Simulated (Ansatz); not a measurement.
`FC(F)OC(F)F`, charge 0, multiplicity 1.

Give a relaxed structure at PBE0-D4/def2-TZVP (the Gaussian-basis code of Ansatz). (An estimate is asked.)

The calculation gave: 
Cartesian coordinates in Å:
```
F -0.402 1.300 -1.886
C -0.629 0.509 -0.839
F -1.693 0.992 -0.177
O 0.492 0.555 -0.053
C 0.692 -0.509 0.787
F 1.997 -0.557 1.050
F 0.043 -0.324 1.948
H -0.863 -0.507 -1.182
H 0.363 -1.460 0.351
```
Point group Cs.
This is one stationary point; other conformers may exist.
